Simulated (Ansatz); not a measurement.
Z-matrix (Å, degrees):
```
Si
H 1 1.4824
H 1 1.4824 2 109.05
H 1 1.4860 2 108.51 3 118.00
Si 1 2.3331 2 109.05 4 122.96
H 5 1.4855 1 114.07 2 176.54
H 5 1.4856 6 109.63 1 -129.26
```
Charge 0, spin multiplicity 2.

Method: frozen-core CCSD(T)/def2-TZVPP // B3LYP-D3(BJ)/def2-TZVP (Ansatz, a program for electronic structure).

```yaml
HF energy: -580.74883 Ha
MP2 correlation energy: -0.23868 Ha
```

Problem. Estimate the CCSD correlation energy, the (T) correction, the total energy and the T1 diagnostic.

Solution. 
The CCSD correlation energy comes out as -0.28565 Ha and the (T) correction comes out as -0.00906 Ha. The CCSD(T) total energy is -581.04353 Ha and the T1 diagnostic is 0.015.
